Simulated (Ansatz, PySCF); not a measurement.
TiCl3, SMILES [Ti+]([Cl])([Cl])[Cl], charge +1, multiplicity 1.

Coordinates come from a PBE0-D3(BJ)/def2-SVP optimisation. The spin state was assumed, not searched. The isomer is the one that the SMILES or the coordinates give; other isomers of the formula were not compared.

Vertical ionisation energy (IE) and electron affinity (EA) in eV. Rows of orbital energies are one-electron estimates. Where ΔSCF, EOM or ADC give a negative EA the extra electron is unbound and the value depends on the basis.

```tsv
level	IE	EA
−ε(HOMO), −ε(LUMO), CAM-B3LYP/def2-TZVPD (PySCF)	16.14	8.94
−ε(HOMO), −ε(LUMO), PBE/def2-TZVPD (PySCF)	13.53	10.76
ΔSCF, CAM-B3LYP/def2-SVPD (Ansatz), final states of multiplicity 2 and 2	17.27	8.95
ΔSCF, PBE/def2-SVPD (Ansatz), final states of multiplicity 2 and 2	16.66	8.00
```

What vertical singlet–triplet gap does ΔSCF give with CAM-B3LYP/def2-SVPD (Ansatz, an electronic-structure program) and with PBE/def2-SVPD (Ansatz)? (Estimate from the structure and the level; the computed values follow.)

2.63 and 2.95 eV (triplet above singlet where positive).
